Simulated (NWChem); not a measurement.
System: C$_{3}$H$_{6}$Se; SMILES C=C[Se]C

NWChem input:

```
start job
memory heap 200 mb stack 900 mb global 1100 mb
geometry units angstroms noautoz
  C     -0.108347    -2.414917     0.100238
  C     -0.582995    -1.198227    -0.176896
  Se     0.452079     0.384607    -0.149381
  C     -1.004385     1.648081     0.083695
  H      0.921425    -2.580641     0.430252
  H     -0.747942    -3.295353    -0.006532
  H     -1.621599    -1.058954    -0.498948
  H     -1.742081     1.537225    -0.722885
  H     -0.563591     2.652417     0.026255
  H     -1.484483     1.518857     1.062467
end
basis spherical
  * library def2-svp
end
dft
  xc xpbe96 cpbe96
  grid coarse
  iterations 150
  mulliken
end
task dft gradient
```

Output (shortened):

```
             Northwest Computational Chemistry Package (NWChem) 7.3.0
             --------------------------------------------------------

 C1  symmetry detected

                             Geometry "geometry" -> ""
                             -------------------------

 Output coordinates in angstroms (scale by  1.889725989 to convert to a.u.)

  No.       Tag          Charge          X              Y              Z
 ---- ---------------- ---------- -------------- -------------- --------------
    1 C                    6.0000    -0.11324944    -2.41898879     0.13116837
    2 C                    6.0000    -0.56662585    -1.19899111    -0.16629426
    3 Se                  34.0000     0.45540203     0.38587387    -0.02082687
    4 C                    6.0000    -1.02118073     1.64131029     0.10391722
    5 H                    1.0000     0.88405046    -2.58761459     0.54801644
    6 H                    1.0000    -0.73726406    -3.29915684    -0.04648043
    7 H                    1.0000    -1.57331626    -1.05697210    -0.57643783
    8 H                    1.0000    -1.68433215     1.54233373    -0.76642155
    9 H                    1.0000    -0.58120829     2.64764616     0.10254611
   10 H                    1.0000    -1.58526256     1.49406980     1.03414272

 Effective nuclear repulsion energy (a.u.)     246.6791044477

  pbe96 is a nonlocal functional; adding pw91lda local functional.

                                 NWChem DFT Module
                                 -----------------

 Summary of "ao basis" -> "ao basis" (spherical)
 ------------------------------------------------------------------------------
       Tag                 Description            Shells   Functions and Types
 ---------------- ------------------------------  ------  ---------------------
 C                          def2-svp                 6       14   3s2p1d
 Se                         def2-svp                12       32   5s4p3d
 H                          def2-svp                 3        5   2s1p

            General Information
            -------------------
          SCF calculation type: DFT
          Wavefunction type:  closed shell.
          No. of atoms     :    10
          No. of electrons :    58
           Alpha electrons :    29
            Beta electrons :    29
          Charge           :     0
          Spin multiplicity:     1
          Use of symmetry is: off; symmetry adaption is: off
          Maximum number of iterations: 150
          AO basis - number of functions:   104
                     number of shells:    48
          Convergence on energy requested:  1.00D-06
          Convergence on density requested:  1.00D-05
          Convergence on gradient requested:  5.00D-04

              XC Information
              --------------
          PerdewBurkeErnzerhof Exchange Functional  1.000
            Perdew 1991 LDA Correlation Functional  1.000 local
           PerdewBurkeErnz. Correlation Functional  1.000 non-local

             Grid Information
             ----------------
          Grid used for XC integration:  coarse
          Radial quadrature: Mura-Knowles
          Angular quadrature: Lebedev.
          Tag              B.-S. Rad. Rad. Pts. Rad. Cut. Ang. Pts.
          ---              ---------- --------- --------- ---------
          C                   0.70       35          12.0       302
          Se                  1.15       95          10.0       302
          H                   0.35       35          13.0       302
          Grid pruning is: on
          Number of quadrature shells:   410
          Spatial weights used:  Erf1

      Superposition of Atomic Density Guess
      -------------------------------------

 Sum of atomic energies:       -2515.38189088

      Non-variational initial energy
      ------------------------------

 Total energy =   -2517.489648
 1-e energy   =   -3988.072354
 2-e energy   =    1223.903602
 HOMO         =      -0.234657
 LUMO         =       0.010854

     ---------------------------------------------
      Total Density - Mulliken Population Analysis
     ---------------------------------------------

    Atom       Charge   Shell Charges
 -----------   ------   -------------------------------------------------------
    1 C    6     6.28   1.99  0.97  0.27  2.03  1.00  0.03
    2 C    6     6.11   1.99  0.96  0.28  1.83  1.01  0.04
    3 Se  34    34.01   2.00  2.00  2.00  1.32  0.55  6.00  5.98  1.88  2.20  8.20  1.76  0.12
    4 C    6     6.27   1.99  0.94  0.26  1.94  1.11  0.02
    5 H    1     0.90   0.67  0.21  0.03
    6 H    1     0.89   0.66  0.20  0.03
    7 H    1     0.89   0.67  0.20  0.02
    8 H    1     0.88   0.67  0.19  0.02
    9 H    1     0.88   0.67  0.19  0.02
   10 H    1     0.88   0.67  0.19  0.02

   convergence    iter        energy       DeltaE   RMS-Dens  Diis-err
 ---------------- ----- ----------------- --------- --------- ---------
 d= 0,ls=0.0,diis     1  -2518.5008171835 -2.77D+03  7.93D-03  4.37D-01
 d= 0,ls=0.0,diis     2  -2518.4900584321  1.08D-02  7.17D-03  4.04D-01
 d= 0,ls=0.0,diis     3  -2518.5057731260 -1.57D-02  3.67D-03  2.58D-01
 d= 0,ls=0.0,diis     4  -2518.5412459208 -3.55D-02  9.92D-04  1.22D-02
 d= 0,ls=0.0,diis     5  -2518.5424991080 -1.25D-03  3.68D-04  1.85D-03
  Resetting Diis
 d= 0,ls=0.0,diis     6  -2518.5427676743 -2.69D-04  5.06D-05  1.91D-05
 d= 0,ls=0.0,diis     7  -2518.5427703909 -2.72D-06  3.38D-05  2.63D-06
 d= 0,ls=0.0,diis     8  -2518.5427696791  7.12D-07  2.31D-05  7.19D-06
 d= 0,ls=0.0,diis     9  -2518.5427707318 -1.05D-06  4.01D-06  2.18D-07
 d= 0,ls=0.0,diis    10  -2518.5427707616 -2.98D-08  5.43D-07  2.91D-09

         Total DFT energy =    -2518.542770761579
      One electron energy =    -3991.401143770379
           Coulomb energy =     1331.246384002715
    Exchange-Corr. energy =     -105.067115441586
 Nuclear repulsion energy =      246.679104447672

 Numeric. integr. density =       58.000044261622

                       DFT Final Molecular Orbital Analysis
                       ------------------------------------

 Vector   27  Occ=2.000000D+00  E=-2.776399D-01
              MO Center=  1.7D-02, -3.8D-01, -5.1D-02, r^2= 3.7D+00
   Bfn.  Coefficient  Atom+Function         Bfn.  Coefficient  Atom+Function
  ----- ------------  ---------------      ----- ------------  ---------------
    40      0.326945   3 Se px               43      0.286036   3 Se px
    20     -0.206638   2 C  pz               37     -0.205640   3 Se px
    33      0.201699   3 Se s                85      0.184330   7 H  s
    19     -0.179009   2 C  py               32      0.173463   3 Se s
    64     -0.156203   4 C  px               18     -0.153128   2 C  px

 Vector   28  Occ=2.000000D+00  E=-2.615803D-01
              MO Center= -2.0D-01, -9.4D-01,  8.5D-03, r^2= 2.9D+00
   Bfn.  Coefficient  Atom+Function         Bfn.  Coefficient  Atom+Function
  ----- ------------  ---------------      ----- ------------  ---------------
    20      0.314242   2 C  pz                6      0.285765   1 C  pz
    23      0.212075   2 C  pz               18     -0.204881   2 C  px
    45      0.197543   3 Se pz               42      0.187490   3 Se pz
    40      0.171197   3 Se px                9      0.169272   1 C  pz
    43      0.142043   3 Se px               33      0.132869   3 Se s

 Vector   29  Occ=2.000000D+00  E=-1.769339D-01
              MO Center=  2.2D-01, -2.1D-01,  3.4D-03, r^2= 3.3D+00
   Bfn.  Coefficient  Atom+Function         Bfn.  Coefficient  Atom+Function
  ----- ------------  ---------------      ----- ------------  ---------------
    45      0.559790   3 Se pz               42      0.452996   3 Se pz
    39     -0.286380   3 Se pz                6     -0.259132   1 C  pz
     9     -0.207127   1 C  pz               20     -0.123914   2 C  pz
   100     -0.107029  10 H  s                 4      0.103904   1 C  px
   101     -0.097326  10 H  s                90      0.094202   8 H  s

 Vector   30  Occ=0.000000D+00  E=-2.991979D-02
              MO Center= -2.4D-01, -1.3D+00,  2.8D-02, r^2= 3.6D+00
   Bfn.  Coefficient  Atom+Function         Bfn.  Coefficient  Atom+Function
  ----- ------------  ---------------      ----- ------------  ---------------
    23     -0.497685   2 C  pz                9      0.482210   1 C  pz
    63      0.446800   4 C  s                20     -0.372824   2 C  pz
    44     -0.369111   3 Se py                6      0.361176   1 C  pz
    17     -0.304438   2 C  s               101     -0.234757  10 H  s
     7     -0.230211   1 C  px               96     -0.203314   9 H  s

[...]

                         DFT ENERGY GRADIENTS

    atom               coordinates                        gradient
                 x          y          z           x          y          z
   1 C      -0.214010  -4.571226   0.247872   -0.002805   0.007505  -0.001818
   2 C      -1.070768  -2.265765  -0.314251    0.002371  -0.006518   0.001194
   3 Se      0.860585   0.729196  -0.039357   -0.007593  -0.000765   0.000026
   4 C      -1.929752   3.101627   0.196375    0.000656  -0.000541   0.000074
   5 H       1.670613  -4.889883   1.035601   -0.004836   0.001135  -0.002100
   6 H      -1.393227  -6.234502  -0.087835    0.002860   0.004448   0.000963
   7 H      -2.973137  -1.997388  -1.089310    0.005025  -0.001286   0.001966
   8 H      -3.182926   2.914588  -1.448327    0.003385   0.000353   0.004125
   9 H      -1.098324   5.003326   0.193784   -0.001965  -0.004866   0.000023
  10 H      -2.995712   2.823383   1.954246    0.002902   0.000535  -0.004453
```

Level: PBE/def2-SVP. Coordinates come from a PBE0/def2-SVP optimisation.
